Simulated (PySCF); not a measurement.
# Electron correlation in Zn⁺ (zinc, charge +1)

[Ar] 3d10 4s1, 2S determinant. Computed with PySCF 2.14 in def2-TZVP, with no relativity, point nucleus. Frozen: [Ar]; 11 electrons correlated.

MP2 pair energies summed by pair of shells (mhartree):

```
 pair   energy  share (%)
3d-3d  -345.68       95.0
3d-4s   -18.11        5.0
```

Total MP2 correlation energy: -363.79 mhartree.

Same-spin part -136.23 and opposite-spin part -227.56 mhartree; SCS-MP2 scales them by 1/3 and 6/5 to -318.48 mhartree.

| level | correlation energy (mhartree) |
| --- | --- |
| CCSD | -330.08 |
| (T) | -5.67 |
| CCSD(T) | -335.75 |

Diagnostics: T1 = 0.010, D1 = 0.0231, largest double amplitude 0.018.

Cost of the coupled-cluster step: 1.8 s of wall time on 1 thread of Neoverse-V2 (shared host), for 11 correlated electrons.
